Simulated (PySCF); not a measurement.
**Spin-rotation constants: `C=C[P@H+]1CCc2ccccc21`, [C₁₀H₁₂P]+, charge +1**

Cartesian coordinates in Å; atom numbers follow the order of the lines, from 1:
```xyz
23

C    -3.4310   -1.5056   -0.0573
C    -2.4086   -0.8234    0.4407
P    -1.2608    0.0903   -0.5882
C    -1.0693    1.8526   -0.1556
C     0.2828    1.9617    0.5807
C     1.1233    0.7597    0.2582
C     2.4756    0.6378    0.5289
C     3.1354   -0.5413    0.2164
C     2.4596   -1.6102   -0.3582
C     1.1089   -1.5119   -0.6387
C     0.4570   -0.3224   -0.3337
H    -3.6402   -1.5403   -1.1154
H    -4.1026   -2.0562    0.5811
H    -2.1910   -0.7911    1.5022
H    -1.6821   -0.0708   -1.8943
H    -1.9062    2.2174    0.4416
H    -1.0467    2.4242   -1.0877
H     0.1297    2.0031    1.6621
H     0.7981    2.8798    0.2969
H     3.0107    1.4587    0.9811
H     4.1903   -0.6291    0.4238
H     2.9892   -2.5213   -0.5867
H     0.5734   -2.3346   -1.0876
```

Total charge +1.

Level of theory: GIAO B3LYP/pcSseg-1 magnetisability, rotational g tensor and spin-rotation constants, non-relativistic, gas phase (PySCF 2.14.0). Geometry: GFN2-xTB.

For an ion the centre-of-mass motion in the field is neglected.

**Question.** Give the nuclear spin-rotation constants along the inertial axes (H = +C I·J) beside the isotropic shieldings.

**Answer.** Rotational constants 1.7774, 0.7346, 0.5611 GHz. A star marks the isotopologue with that one atom substituted, in its own axes.
| atom | isotope | Caa (kHz) | Cbb (kHz) | Ccc (kHz) | mean (kHz) | σ (ppm) |
| --- | --- | --- | --- | --- | --- | --- |
| P3 | 31P | 2.930 | 1.153 | 0.981 | 1.688 | 286.0 |
| H12 | 1H | -0.176 | -0.090 | 0.039 | -0.076 | 24.7 |
| H13 | 1H | -0.071 | -0.069 | -0.007 | -0.049 | 24.6 |
| H14 | 1H | -0.197 | -0.094 | 0.038 | -0.084 | 25.5 |
| H15 | 1H | -0.161 | -0.083 | 0.015 | -0.076 | 25.0 |
| H16 | 1H | -0.101 | -0.056 | -0.055 | -0.070 | 29.0 |
| H17 | 1H | -0.225 | -0.065 | -0.006 | -0.099 | 28.6 |
| H18 | 1H | -0.214 | -0.075 | 0.011 | -0.093 | 28.0 |
| H19 | 1H | -0.160 | -0.012 | -0.053 | -0.075 | 27.9 |
| H20 | 1H | -0.082 | 0.017 | -0.056 | -0.040 | 23.8 |
| H21 | 1H | 0.191 | -0.086 | -0.060 | 0.015 | 23.5 |
| H22 | 1H | -0.120 | 0.044 | -0.063 | -0.046 | 23.7 |
| H23 | 1H | -0.091 | 0.020 | -0.058 | -0.043 | 23.8 |
| C1 | 13C* | 0.566 | 0.152 | 0.297 | 0.338 | 26.3 |
| C2 | 13C* | 0.477 | 0.145 | 0.256 | 0.293 | 56.6 |
| C4 | 13C* | 0.242 | 0.108 | 0.101 | 0.150 | 157.6 |
| C5 | 13C* | 0.282 | 0.118 | 0.111 | 0.171 | 145.5 |
| C6 | 13C* | 0.746 | 0.366 | 0.090 | 0.401 | 23.9 |
| C7 | 13C* | 0.714 | 0.317 | 0.077 | 0.369 | 46.8 |
| C8 | 13C* | 0.911 | 0.281 | 0.072 | 0.422 | 34.8 |
| C9 | 13C* | 0.699 | 0.346 | 0.068 | 0.371 | 43.1 |
| C10 | 13C* | 0.703 | 0.340 | 0.072 | 0.372 | 43.3 |
| C11 | 13C* | 0.807 | 0.204 | 0.097 | 0.369 | 61.9 |

For the geometry as given, no vibrational averaging.
